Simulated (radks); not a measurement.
Coulomb parameter of the 4f shell of the promethium ion Pm2+ in the model configuration [Xe] 4f4 6s1, as a second difference U = [E(n + 0.5) + E(n - 0.5) - 2 E(n)] / (0.5)^2 with all orbitals relaxed. "Bare": the charge of the atom changes with n. "Screened": the 6s shell takes up the change at fixed total charge, which measures U(4f,4f) + U(6s,6s) - 2 U(4f,6s). Calculated with a radial shooting solver on a logarithmic mesh with Libxc functionals: Dirac Kohn-Sham, PBE, spin-unpolarised, spherical densities, finite nucleus; open shells are shared between the two j in proportion to 2j + 1; Fermi nuclear charge, rms radius 4.962 fm.

case              configuration  E - E(n) (eV)
start              [Xe] 4f4 6s1          0.000
bare +0.5        [Xe] 4f4.5 6s1         -9.635
bare -0.5        [Xe] 4f3.5 6s1         13.852
screened +0.5  [Xe] 4f4.5 6s0.5         -3.047
screened -0.5  [Xe] 4f3.5 6s1.5          4.820

U(bare) = 16.868 eV, U(screened by 6s) = 7.093 eV.
